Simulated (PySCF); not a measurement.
C6H7F, SMILES C=C1C=C(F)CC1.

Coordinates come from a PBE0-D3(BJ)/def2-SVP optimisation. This is a generated structure with no PubChem entry under its InChIKey; it may be hypothetical. One conformer was computed; it need not be the lowest.

These are PBE/def2-TZVP (PySCF) values and carry that method's errors.

Isolated molecule, no solvent.

- total energy = -332.38078 hartree
- highest occupied level = -5.20 eV
- lowest empty level = -1.32 eV
- orbital gap = 3.87 eV
- dipole moment = 1.08 D
- quadrupole, principal values (traceless, Buckingham form, about the centre of nuclear charge) = -4.20, -1.43, 5.62 D·Å
- mean static polarisability = 73.9 bohr³ (10.95 Å³)
- polarisability, principal values = 47.4, 68.8, 105.5 bohr³
